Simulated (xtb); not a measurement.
Cl3Fe (SMILES [Cl][Fe]([Cl])[Cl]), sextet, from a rough starting geometry (GFN-xTB shapes and energies of metal compounds can be far from the true ones); GFN2-xTB (xtb).

Input for xtb:
```
$ xtb mol.xyz --gfn 2 --uhf 5 --opt vtight --json

# file mol.xyz
4

Fe    -0.00766502    -0.03294328     0.03195368
Cl     2.00283999    -0.25449069    -0.46178378
Cl    -0.72942972    -0.78677005     1.73387048
Cl    -1.26702612     1.02584412    -1.29048296
```

Output, abridged:

```
   ID    Z sym.   atoms
    1   26 Fe     1
    2   17 Cl     2-4

           -------------------------------------------------
          |                Calculation Setup                |
           -------------------------------------------------

           -------------------------------------------------
          |                 G F N 2 - x T B                 |
           -------------------------------------------------

          ...................................................
          :                      SETUP                      :
          :.................................................:
          :  # basis functions                  40          :
          :  # atomic orbitals                  36          :
          :  # shells                           12          :
          :  # electrons                        29          :
          :  max. iterations                   250          :
          :  Hamiltonian                  GFN2-xTB          :
          :  restarted?                      false          :
          :  GBSA solvation                  false          :
          :  PC potential                    false          :
          :  electronic temp.          300.0000000     K    :
          :  accuracy                    1.0000000          :
          :  -> integral cutoff          0.2500000E+02      :
          :  -> integral neglect         0.1000000E-07      :
          :  -> SCF convergence          0.1000000E-05 Eh   :
          :  -> wf. convergence          0.1000000E-03 e    :
          :  Broyden damping             0.4000000          :
          :  net charge                          0          :
          :  unpaired electrons                  5          :
          ...................................................

 iter      E             dE          RMSdq      gap      omega  full diag
   1    -16.8286253 -0.168286E+02  0.109E+01    9.28       0.0  T
   2    -16.8344759 -0.585067E-02  0.475E+00    8.97       1.0  T
   3    -16.8320442  0.243172E-02  0.234E+00    8.99       1.0  T
   4    -16.8353886 -0.334441E-02  0.108E+00    8.89       1.0  T
   5    -16.8356267 -0.238045E-03  0.886E-01    9.05       1.0  T
   6    -16.8363925 -0.765825E-03  0.142E-01    9.06       1.0  T
   7    -16.8364019 -0.944752E-05  0.783E-02    9.06       1.0  T
   8    -16.8364043 -0.237416E-05  0.531E-02    9.06       1.0  T
   9    -16.8364068 -0.253628E-05  0.232E-02    9.07       2.2  T
  10    -16.8364074 -0.573414E-06  0.140E-02    9.07       3.6  T
  11    -16.8364077 -0.254220E-06  0.681E-03    9.07       7.3  T
  12    -16.8364077 -0.799643E-07  0.345E-03    9.07      14.5  T
  13    -16.8364078 -0.966017E-08  0.221E-03    9.07      22.7  T
  14    -16.8364078 -0.492375E-08  0.298E-04    9.07     167.6  T
  15    -16.8364078 -0.137138E-09  0.667E-05    9.07     750.1  T

   *** convergence criteria satisfied after 15 iterations ***

         :::::::::::::::::::::::::::::::::::::::::::::::::::::
         ::                     SUMMARY                     ::
         :::::::::::::::::::::::::::::::::::::::::::::::::::::
         :: total energy             -16.825529074925 Eh    ::
         :: gradient norm              0.030930841536 Eh/a0 ::
         :: HOMO-LUMO gap              9.065440026177 eV    ::
         ::.................................................::
         :: SCC energy               -16.836406492411 Eh    ::
         :: -> isotropic ES           -0.006360540177 Eh    ::
         :: -> anisotropic ES          0.001166858526 Eh    ::
         :: -> anisotropic XC          0.003519334445 Eh    ::
         :: -> dispersion             -0.002237258022 Eh    ::
         :: repulsion energy           0.010877417486 Eh    ::
         :: add. restraining           0.000000000000 Eh    ::
         :: total charge              -0.000000000565 e     ::
         :::::::::::::::::::::::::::::::::::::::::::::::::::::

      -----------------------------------------------------------
     |                   =====================                   |
     |                        A N C O P T                        |
     |                   =====================                   |
     |               Approximate Normal Coordinate               |
     |                Rational Function Optimizer                |
      -----------------------------------------------------------
      -----------------------------------------------------------
     |                   =====================                   |
     |                        A N C O P T                        |
     |                   =====================                   |
     |               Approximate Normal Coordinate               |
     |                Rational Function Optimizer                |
      -----------------------------------------------------------

          ...................................................
          :                      SETUP                      :
          :.................................................:
          :   optimization level         verytight          :
          :   max. optcycles                   200          :
          :   ANC micro-cycles                  20          :
          :   degrees of freedom                 6          :
          :.................................................:
          :   RF solver                   davidson          :
          :   write xtbopt.log                true          :
          :   linear?                        false          :
          :   energy convergence         0.1000000E-06 Eh   :
          :   grad. convergence          0.2000000E-03 Eh/α :
          :   maxmium RF displ.          1.0000000          :
          :   Hlow (freq-cutoff)         0.1000000E-01      :
          :   Hmax (freq-cutoff)         5.0000000          :
          :   S6 in model hess.         20.0000000          :
          ...................................................

[...]
 * total energy  :   -16.8269135 Eh     change        0.2623583E-03 Eh
 * total energy  :   -16.8274152 Eh     change       -0.5016654E-03 Eh
 * total energy  :   -16.8276260 Eh     change       -0.2107972E-03 Eh
 * total energy  :   -16.8273863 Eh     change        0.2396597E-03 Eh
 * total energy  :   -16.8282066 Eh     change       -0.8202281E-03 Eh
 * total energy  :   -16.8286359 Eh     change       -0.4293082E-03 Eh
 * total energy  :   -16.8291383 Eh     change       -0.5024065E-03 Eh
 * total energy  :   -16.8291604 Eh     change       -0.2209020E-04 Eh
 * total energy  :   -16.8291701 Eh     change       -0.9756103E-05 Eh
 * total energy  :   -16.8291775 Eh     change       -0.7378582E-05 Eh
 * total energy  :   -16.8291795 Eh     change       -0.1955892E-05 Eh
 * total energy  :   -16.8291796 Eh     change       -0.1815280E-06 Eh
 * total energy  :   -16.8291796 Eh     change       -0.1649799E-08 Eh
   *** GEOMETRY OPTIMIZATION CONVERGED AFTER 17 ITERATIONS ***
[...]
          :  net charge                          0          :
          :  unpaired electrons                  5          :
          ...................................................

 iter      E             dE          RMSdq      gap      omega  full diag
   1    -16.8371875 -0.168372E+02  0.124E-04    8.21       0.0  T
   2    -16.8371875  0.574119E-11  0.121E-04    8.21     413.4  T
   3    -16.8371875 -0.136104E-10  0.726E-05    8.21     689.1  T

   *** convergence criteria satisfied after 3 iterations ***

         :::::::::::::::::::::::::::::::::::::::::::::::::::::
         ::                     SUMMARY                     ::
         :::::::::::::::::::::::::::::::::::::::::::::::::::::
         :: total energy             -16.829179642075 Eh    ::
         :: gradient norm              0.000003084570 Eh/a0 ::
         :: HOMO-LUMO gap              8.210610359717 eV    ::
         ::.................................................::
         :: SCC energy               -16.837186486142 Eh    ::
         :: -> isotropic ES           -0.007083666281 Eh    ::
         :: -> anisotropic ES          0.000381553244 Eh    ::
         :: -> anisotropic XC          0.001517872807 Eh    ::
         :: -> dispersion             -0.002320131068 Eh    ::
         :: repulsion energy           0.008006844067 Eh    ::
         :: add. restraining           0.000000000000 Eh    ::
         :: total charge              -0.000000000171 e     ::
         :::::::::::::::::::::::::::::::::::::::::::::::::::::

           -------------------------------------------------
          |                Property Printout                |
           -------------------------------------------------

    * Orbital Energies and Occupations

         #    Occupation            Energy/Eh            Energy/eV
      -------------------------------------------------------------
         1        2.0000           -1.0837454             -29.4902
       ...           ...                  ...                  ...
         5        2.0000           -0.4721492             -12.8478
         6        2.0000           -0.4721489             -12.8478
         7        2.0000           -0.4658888             -12.6775
         8        2.0000           -0.4641401             -12.6299
         9        2.0000           -0.4641398             -12.6299
        10        2.0000           -0.4593254             -12.4989
        11        2.0000           -0.4593246             -12.4989
        12        2.0000           -0.4453698             -12.1191
        13        1.0000           -0.4162298             -11.3262
        14        1.0000           -0.4087760             -11.1234
        15        1.0000           -0.4087758             -11.1234
        16        1.0000           -0.3716631             -10.1135
        17        1.0000           -0.3716624             -10.1134 (HOMO)
        18                         -0.0699280              -1.9028 (LUMO)
        19                          0.0076997               0.2095
        20                          0.0076999               0.2095
        21                          0.0091381               0.2487
        22                          0.0095142               0.2589
        23                          0.0095144               0.2589
        24                          0.0095890               0.2609
        25                          0.0096167               0.2617
        26                          0.0096170               0.2617
        27                          0.0098527               0.2681
        28                          0.0108382               0.2949
       ...                                ...                  ...
        36                          1.1290473              30.7229
      -------------------------------------------------------------
                  HL-Gap            0.3017344 Eh            8.2106 eV
             Fermi-level           -0.3257977 Eh           -8.8654 eV

     #   Z          covCN         q      C6AA      α(0)
     1  26 Fe       2.375     0.725     5.053     7.252
     2  17 Cl       0.793    -0.242   106.679    15.800
     3  17 Cl       0.793    -0.242   106.679    15.800
     4  17 Cl       0.793    -0.242   106.679    15.800

 Mol. C6AA /au·bohr⁶  :       1050.284339
 Mol. C8AA /au·bohr⁸  :      45849.877012
 Mol. α(0) /au        :         54.651414

Wiberg/Mayer (AO) data.
largest (>0.10) Wiberg bond orders for each atom

 ---------------------------------------------------------------------------
     #   Z sym  total        # sym  WBO       # sym  WBO       # sym  WBO
 ---------------------------------------------------------------------------
     1  26 Fe   3.545 --     3 Cl   1.182     4 Cl   1.182     2 Cl   1.182
     2  17 Cl   1.283 --     1 Fe   1.182
     3  17 Cl   1.283 --     1 Fe   1.182
     4  17 Cl   1.283 --     1 Fe   1.182
 ---------------------------------------------------------------------------

Topologies differ in total number of bonds
Writing topology from bond orders to xtbtopo.mol

molecular dipole:
                 x           y           z       tot (Debye)
 q only:       -0.187      -0.745      -0.422
   full:       -0.200      -0.794      -0.450       2.375
molecular quadrupole (traceless):
                xx          xy          yy          xz          yz          zz
 q only:       -2.459       1.552       3.345       0.874       3.486      -0.885
  q+dip:       -3.481       2.198       4.728       1.239       4.939      -1.247
   full:       -3.993       2.522       5.421       1.423       5.669      -1.428

optimized geometry written to: xtbopt.xyz

           -------------------------------------------------
          | TOTAL ENERGY              -16.829179642075 Eh   |
          | GRADIENT NORM               0.000003084570 Eh/α |
          | HOMO-LUMO GAP               8.210610359717 eV   |
           -------------------------------------------------

normal termination of xtb
```
